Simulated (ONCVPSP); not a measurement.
## C ONCV: all-electron and pseudo phase curves

carbon, optimised norm-conserving Vanderbilt (ONCV), made with ONCVPSP 4.0.1 (PBE, non-relativistic). Core [He], reference 2s1.5 2p2.5. Waves: 2s: rc 1.15 bohr, ncon 3, nbas 6, qcut 6.2 1/bohr, 2 projectors, debl 2.1 Ha; 2p: rc 1.80 bohr, ncon 3, nbas 7, qcut 8.1 1/bohr, 2 projectors, debl 2.7 Ha. Local part: polynomial inside 1.10 bohr (lpopt 3, dvloc0 6 Ha). Core correction: polynomial model core, fcfact 0.5.

The phase is arctan(r·R′/R) of the radial function R(r), unwrapped; energies in Ha, scanned from -2 to 5 Ha. A pole is an energy at which the radial function vanishes at the test radius. The pseudo phase is shifted by a multiple of π to meet the all-electron one at the reference energy, and phase errors are pseudo minus all-electron; the curves can meet again beyond the range given. Levels narrower than the energy grid can be missing from the lists of poles.

**Question.** For each channel, where are the poles, and over which energies does the pseudopotential scatter like the atom?

**Answer.**

```json
{"channel": "s", "radius (bohr)": "1.16", "reference energy (Ha)": "-0.51", "poles, all-electron": "3.78", "poles, pseudo": "3.78", "unbroken range about the reference energy with phases within 0.05 rad": "the whole range", "phase error 1 Ha above the reference energy (rad)": "+0.000"}
{"channel": "p", "radius (bohr)": "1.82", "reference energy (Ha)": "-0.20", "poles, all-electron": "0.51", "poles, pseudo": "0.51", "unbroken range about the reference energy with phases within 0.05 rad": "the whole range", "phase error 1 Ha above the reference energy (rad)": "+0.000"}
```

Phases in the s channel:

```tsv
E (Ha)	all-electron	pseudo
-1.98	0.362	0.361
-1.80	0.242	0.242
-1.62	0.110	0.109
-1.44	-0.033	-0.033
-1.26	-0.181	-0.182
-1.08	-0.329	-0.329
-0.90	-0.470	-0.470
-0.72	-0.600	-0.600
-0.54	-0.716	-0.716
-0.36	-0.819	-0.819
-0.18	-0.908	-0.908
0.00	-0.985	-0.985
0.18	-1.052	-1.052
0.36	-1.111	-1.111
0.54	-1.162	-1.162
0.72	-1.207	-1.207
0.90	-1.246	-1.246
1.08	-1.282	-1.282
1.26	-1.313	-1.313
1.44	-1.342	-1.342
1.62	-1.368	-1.368
1.80	-1.392	-1.392
1.98	-1.414	-1.414
2.16	-1.434	-1.434
2.34	-1.452	-1.452
2.52	-1.470	-1.470
2.70	-1.486	-1.486
2.88	-1.502	-1.502
3.06	-1.517	-1.517
3.24	-1.531	-1.531
3.42	-1.545	-1.545
3.60	-1.558	-1.558
3.78	-1.571	-1.571
3.96	-1.583	-1.584
4.14	-1.595	-1.596
4.32	-1.607	-1.608
4.50	-1.619	-1.620
4.68	-1.631	-1.633
4.86	-1.643	-1.645
```
